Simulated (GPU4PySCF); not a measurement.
C₃₀H₂₁BN₂, SMILES c1ccc(N2c3ccccc3B3c4ccccc4N(c4ccccc4)c4cccc2c43)cc1. The structure is a stationary point at PBE-D3(BJ)/def2-SVP. One conformer was computed; it need not be the lowest.

Task: Give the equilibrium geometry at PBE-D3(BJ)/def2-SVP (GPU4PySCF confirms it by a frequency run) as bond lengths and angles, and its point group. (Estimate from the structure and the level; the computed values follow.)

Result: One answer among several that fit: point group C2.
Atoms: C1 C2 C3 C4 N5 C6 C7 C8 C9 C10 C11 B12 C13 C14 C15 C16 C17 C18 N19 C20 C21 C22 C23 C24 C25 C26 C27 C28 C29 C30 C31 C32 C33 H34 H35 H36 H37 H38 H39 H40 H41 H42 H43 H44 H45 H46 H47 H48 H49 H50 H51 H52 H53 H54. Bonded distances (Å): C1–C2 1.405, C1–C33 1.404, C1–H34 1.100, C2–C3 1.403, C2–H35 1.100, C3–C4 1.405, C3–H36 1.100, C4–N5 1.439, C4–C32 1.404, N5–C6 1.404, N5–C30 1.401, C6–C7 1.422, C6–C11 1.433, C7–C8 1.394, C7–H37 1.097, C8–C9 1.408, C8–H38 1.101, C9–C10 1.395, C9–H39 1.100, C10–C11 1.420, C10–H40 1.099, C11–B12 1.552, B12–C13 1.552, B12–C31 1.523, C13–C14 1.420, C13–C18 1.433, C14–C15 1.395, C14–H41 1.099, C15–C16 1.408, C15–H42 1.100, C16–C17 1.394, C16–H43 1.101, C17–C18 1.422, C17–H44 1.097, C18–N19 1.404, N19–C20 1.439, N19–C26 1.401, C20–C21 1.404, C20–C25 1.405, C21–C22 1.403, C21–H45 1.100, C22–C23 1.404, C22–H46 1.100, C23–C24 1.405, C23–H47 1.100, C24–C25 1.403, C24–H48 1.100, C25–H49 1.100, C26–C27 1.414, C26–C31 1.430, C27–C28 1.399, C27–H50 1.096, C28–C29 1.399, C28–H51 1.101, C29–C30 1.414, C29–H52 1.096, C30–C31 1.430, C32–C33 1.403, C32–H53 1.100, C33–H54 1.100. Angles (°): C2–C1–C33 120.0, C2–C1–H34 120.0, C33–C1–H34 120.0, C1–C2–C3 120.1, C1–C2–H35 120.1, C3–C2–H35 119.8, C2–C3–C4 119.7, C2–C3–H36 121.2, C4–C3–H36 119.1, C3–C4–N5 120.0, C3–C4–C32 120.3, N5–C4–C32 119.7, C4–N5–C6 118.2, C4–N5–C30 117.5, C6–N5–C30 124.2, N5–C6–C7 118.9, N5–C6–C11 120.9, C7–C6–C11 120.2, C6–C7–C8 120.4, C6–C7–H37 120.1, C8–C7–H37 119.4, C7–C8–C9 120.5, C7–C8–H38 119.2, C9–C8–H38 120.3, C8–C9–C10 118.9, C8–C9–H39 120.5, C10–C9–H39 120.6, C9–C10–C11 123.0, C9–C10–H40 118.6, C11–C10–H40 118.4, C6–C11–C10 116.8, C6–C11–B12 118.2, C10–C11–B12 125.0, C11–B12–C13 129.3, C11–B12–C31 115.4, C13–B12–C31 115.4, B12–C13–C14 125.0, B12–C13–C18 118.2, C14–C13–C18 116.8, C13–C14–C15 123.0, C13–C14–H41 118.4, C15–C14–H41 118.6, C14–C15–C16 118.9, C14–C15–H42 120.6, C16–C15–H42 120.5, C15–C16–C17 120.5, C15–C16–H43 120.3, C17–C16–H43 119.2, C16–C17–C18 120.4, C16–C17–H44 119.4, C18–C17–H44 120.1, C13–C18–C17 120.2, C13–C18–N19 120.9, C17–C18–N19 118.9, C18–N19–C20 118.2, C18–N19–C26 124.2, C20–N19–C26 117.5, N19–C20–C21 119.7, N19–C20–C25 120.0, C21–C20–C25 120.3, C20–C21–C22 119.7, C20–C21–H45 119.0, C22–C21–H45 121.2, C21–C22–C23 120.1, C21–C22–H46 119.8, C23–C22–H46 120.1, C22–C23–C24 120.0, C22–C23–H47 120.0, C24–C23–H47 120.0, C23–C24–C25 120.1, C23–C24–H48 120.1, C25–C24–H48 119.8, C20–C25–C24 119.7, C20–C25–H49 119.1, C24–C25–H49 121.2, N19–C26–C27 120.1, N19–C26–C31 119.3, C27–C26–C31 120.6, C26–C27–C28 119.0, C26–C27–H50 121.1, C28–C27–H50 120.0, C27–C28–C29 122.3, C27–C28–H51 118.8, C29–C28–H51 118.8, C28–C29–C30 119.0, C28–C29–H52 120.0, C30–C29–H52 121.1, N5–C30–C29 120.1, N5–C30–C31 119.3, C29–C30–C31 120.6, B12–C31–C26 120.8, B12–C31–C30 120.8, C26–C31–C30 118.5, C4–C32–C33 119.7, C4–C32–H53 119.0, C33–C32–H53 121.2, C1–C33–C32 120.1, C1–C33–H54 120.1, C32–C33–H54 119.8.
